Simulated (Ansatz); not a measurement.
Relaxation of C₂H₅ClSi (9 atoms, charge 0, multiplicity 1), to a largest force component of 0.015 eV/Å in at most 40 steps.

Computed with RKS PBE-D4/def2-SVP in Ansatz 0.2.0.

```xyz
9
Properties=species:S:1:pos:R:3:forces:R:3
C -0.439 1.362 -1.145 1.15 -1.38 0.29
Si 0.519 0.031 -0.535 -1.38 0.76 0.47
C 0.052 -0.769 1.129 0.08 0.69 -0.21
Cl 0.118 0.484 2.421 0.00 0.26 0.36
H -0.204 1.878 -2.058 0.25 0.40 -0.84
H -1.302 1.734 -0.618 -0.62 0.21 0.59
H 1.679 -0.667 -1.067 0.66 -0.09 -0.63
H 0.749 -1.550 1.417 0.45 -0.56 0.07
H -0.956 -1.180 1.151 -0.58 -0.28 -0.10
```

Task: Where does it end, and by what steps?

Result: The forces met the threshold. After 23 steps the energy has fallen by 0.213 eV; Cl4 moved furthest, 1.07 Å.

| step | energy less start (eV) | largest force component (eV/Å) | accepted |
| --- | --- | --- | --- |
| 0 | 0.0000 | 1.383 | yes |
| 1 | -0.1135 | 0.467 | yes |
| 2 | -0.0864 | 1.081 | no |
| 3 | -0.1312 | 0.194 | yes |
| 4 | -0.1335 | 0.097 | yes |
| 5 | -0.1353 | 0.087 | yes |
| 6 | -0.1358 | 0.028 | yes |
| 7 | -0.1374 | 0.030 | yes |
| 8 | -0.1384 | 0.031 | yes |
| 9 | -0.1345 | 0.450 | no |
| 10 | -0.1438 | 0.070 | yes |
| 11 | -0.1491 | 0.208 | yes |
| 12 | -0.1565 | 0.378 | yes |
| 13 | -0.1726 | 0.326 | yes |
| 14 | -0.1711 | 0.589 | no |
| 15 | -0.1896 | 0.135 | yes |
| 16 | -0.1999 | 0.087 | yes |
| 17 | -0.2028 | 0.128 | yes |
| 18 | -0.2084 | 0.154 | yes |
| 19 | -0.2103 | 0.099 | yes |
| 20 | -0.2118 | 0.030 | yes |
| 21 | -0.2124 | 0.021 | yes |
| 22 | -0.2126 | 0.019 | yes |
| 23 | -0.2126 | 0.008 | yes |

```xyz
9
Properties=species:S:1:pos:R:3
C -0.524 1.182 -1.306
Si 0.542 0.214 -0.368
C -0.018 -0.702 1.188
Cl 0.968 -0.136 2.603
H -0.189 1.717 -2.209
H -1.586 1.307 -1.041
H 1.992 0.036 -0.684
H 0.115 -1.800 1.113
H -1.085 -0.495 1.401
```

The run took 57 s on 1 thread of Arm Neoverse V2, with other jobs on the host, peak memory 0.12 GiB.
